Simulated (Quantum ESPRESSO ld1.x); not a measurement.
Input file for ld1.x (Quantum ESPRESSO 7.5):

```
 &input
    zed=43.0,
    iswitch=1,
    rel=1,
    lsd=1,
    dft='PZ',
    config='[Ar] 3d10 4s2 4p4 5s0 4d0',
    verbosity='high',
    prefix='ld1',
    max_out_wfc=37,
    file_charge='ld1.rho',
 /
```

Command: `OMP_NUM_THREADS=1 ld1.x < ld1.in > ld1.out`

Output:

```
     Program LD1 v.7.5 starts

     --------------------------- All-electron run ----------------------------

     scalar relativistic calculation

     atomic number is 43.00
     dft =PZ   lsd =1 sic =0 latt =0  beta=0.20 tr2=1.0E-14
     Exchange-correlation= PZ
                           (   1   1   0   0   0   0   0)
     mesh =2047 r(mesh) = 100.16310 a.u. xmin = -8.00 dx = 0.00800
     1 Ry =  13.60569312 eV, c = 137.03599908

     n l     nl                  e(Ry)          e(Ha)          e(eV)
     1 0     1S 1( 1.00)   -1543.637786573    -771.818893286 -21002.2620172
     2 0     2S 1( 1.00)    -230.416567307    -115.208283654  -3134.9771052
     2 1     2P 1( 3.00)    -207.626730785    -103.813365393  -2824.9055832
     3 0     3S 1( 1.00)     -49.542472444     -24.771236222   -674.0596766
     3 1     3P 1( 3.00)     -42.055443494     -21.027721747   -572.1934583
     3 2     3D 1( 5.00)     -29.922958885     -14.961479442   -407.1225959
     4 0     4S 1( 1.00)     -15.867989300      -7.933994650   -215.8949929
     4 1     4P 1( 3.00)     -13.582531276      -6.791265638   -184.7997524
     5 0     5S 1( 0.00)      -7.434124548      -3.717062274   -101.1464172
     4 2     4D 1( 0.00)     -10.077184053      -5.038592026   -137.1070738
     1 0     1S 2( 1.00)   -1543.600903841    -771.800451921 -21001.7602020
     2 0     2S 2( 1.00)    -230.391748480    -115.195874240  -3134.6394279
     2 1     2P 2( 3.00)    -207.592774224    -103.796387112  -2824.4435806
     3 0     3S 2( 1.00)     -49.499433918     -24.749716959   -673.4741077
     3 1     3P 2( 3.00)     -42.008086505     -21.004043253   -571.5491337
     3 2     3D 2( 5.00)     -29.874360149     -14.937180074   -406.4613764
     4 0     4S 2( 1.00)     -15.655348133      -7.827674067   -213.0018624
     4 1     4P 2( 1.00)     -13.373221563      -6.686610781   -181.9519486
     5 0     5S 2( 0.00)      -7.360460662      -3.680230331   -100.1441690
     4 2     4D 2( 0.00)      -9.885154073      -4.942577036   -134.4943728

     final scf error:  1.6E-15 reached in  19 iterations

     Etot =   -8515.716585 Ry,   -4257.858292 Ha, -115862.226575 eV
     Total magnetization:    2.00 Bohr mag.

     Ekin =    8792.838009 Ry,    4396.419005 Ha,  119632.655633 eV
     Encl =  -20134.803034 Ry,  -10067.401517 Ha, -273947.951167 eV
     Eh   =    3063.583831 Ry,    1531.791916 Ha,   41682.181465 eV
     Exc  =    -237.335392 Ry,    -118.667696 Ha,   -3229.112505 eV

     normalization and overlap integrals

     s(1S/1S) =  1.000000  <r> =   0.0343  <r2> =    0.0016  r(max) =   0.0223
     s(1S/2S) = -0.009483
     s(1S/3S) = -0.003860
     s(1S/4S) = -0.001748
     s(1S/5S) = -0.001004
     s(2S/2S) =  1.000000  <r> =   0.1497  <r2> =    0.0264  r(max) =   0.1268
     s(2S/3S) = -0.002335
     s(2S/4S) = -0.001022
     s(2S/5S) = -0.000582
     s(2P/2P) =  1.000000  <r> =   0.1304  <r2> =    0.0208  r(max) =   0.1005
     s(2P/3P) = -0.001911
     s(2P/4P) = -0.000799
     s(3S/3S) =  1.000000  <r> =   0.4150  <r2> =    0.1971  r(max) =   0.3734
     s(3S/4S) = -0.000659
     s(3S/5S) = -0.000364
     s(3P/3P) =  1.000000  <r> =   0.4152  <r2> =    0.2005  r(max) =   0.3645
     s(3P/4P) = -0.000564
     s(3D/3D) =  1.000000  <r> =   0.3961  <r2> =    0.1879  r(max) =   0.3106
     s(3D/4D) = -0.000399
     s(4S/4S) =  1.000000  <r> =   0.9831  <r2> =    1.0855  r(max) =   0.9147
     s(4S/5S) = -0.000226
     s(4P/4P) =  1.000000  <r> =   1.0449  <r2> =    1.2326  r(max) =   0.9673
     s(5S/5S) =  1.000000  <r> =   1.8983  <r2> =    4.0215  r(max) =   1.8791
     s(4D/4D) =  1.000000  <r> =   1.1751  <r2> =    1.5761  r(max) =   1.0734
     s(1S/1S) =  1.000000  <r> =   0.0343  <r2> =    0.0016  r(max) =   0.0223
     s(1S/2S) = -0.009483
     s(1S/3S) = -0.003861
     s(1S/4S) = -0.001749
     s(1S/5S) = -0.000995
     s(2S/2S) =  1.000000  <r> =   0.1497  <r2> =    0.0264  r(max) =   0.1268
     s(2S/3S) = -0.002335
     s(2S/4S) = -0.001022
     s(2S/5S) = -0.000577
     s(2P/2P) =  1.000000  <r> =   0.1304  <r2> =    0.0208  r(max) =   0.1005
     s(2P/3P) = -0.001912
     s(2P/4P) = -0.000798
     s(3S/3S) =  1.000000  <r> =   0.4148  <r2> =    0.1969  r(max) =   0.3734
     s(3S/4S) = -0.000659
     s(3S/5S) = -0.000361
     s(3P/3P) =  1.000000  <r> =   0.4150  <r2> =    0.2002  r(max) =   0.3645
     s(3P/4P) = -0.000563
     s(3D/3D) =  1.000000  <r> =   0.3956  <r2> =    0.1873  r(max) =   0.3106
     s(3D/4D) = -0.000396
     s(4S/4S) =  1.000000  <r> =   0.9838  <r2> =    1.0878  r(max) =   0.9147
     s(4S/5S) = -0.000224
     s(4P/4P) =  1.000000  <r> =   1.0472  <r2> =    1.2390  r(max) =   0.9673
     s(5S/5S) =  1.000000  <r> =   1.9127  <r2> =    4.0812  r(max) =   1.8791
     s(4D/4D) =  1.000000  <r> =   1.1827  <r2> =    1.5981  r(max) =   1.0734

     ------------------------ End of All-electron run ------------------------
```

Run on one thread of a shared host, so times are rough (Intel(R) Xeon(R) Processor @ 2.60GHz): 0.61 s of CPU time, 1.2 s wall, 19 iterations on 2047 mesh points.
